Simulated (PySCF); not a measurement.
**Mg⁺ (magnesium, charge +1) across methods**

[Ne] 3d1, 2D determinant (an excited configuration). All numbers are calculated (PySCF 2.14, no relativity, point nucleus, in aug-cc-pVTZ with one added diffuse shell each of s, p, d, f type (7s6p4d3f, 66 functions)). The B2PLYP total includes its PT2 part (frozen core); its orbital energies are those of the SCF part.

```csv
method,E (hartree),mean ε 2p α (eV),mean ε 2p β (eV),mean ε 3d α (eV),Σ⟨r²⟩ (bohr²),⟨S²⟩
LDA,-198.5235,-60.780,-60.770,-4.865,33.14,0.750
r2SCAN,-199.4568,-61.957,-61.956,-4.931,33.02,0.750
MN15,-199.3849,-65.678,-65.662,-4.867,34.63,0.750
B97-3,-199.4662,-65.007,-65.013,-5.423,33.49,0.750
UHF,-199.05287,-75.765,-75.764,-6.079,35.88,0.750
PBE,-199.3568,-60.593,-60.581,-5.061,32.11,0.750
PBE0,-199.3752,-64.671,-64.662,-5.380,32.91,0.750
B2PLYP,-199.3650,-68.912,-68.906,-5.608,33.53,0.750
CAM-B3LYP,-199.4637,-66.106,-66.100,-5.894,32.73,0.750
```

The outer electron is Rydberg-like, and this basis confines it to a smaller radius and binds it less than a complete one would.
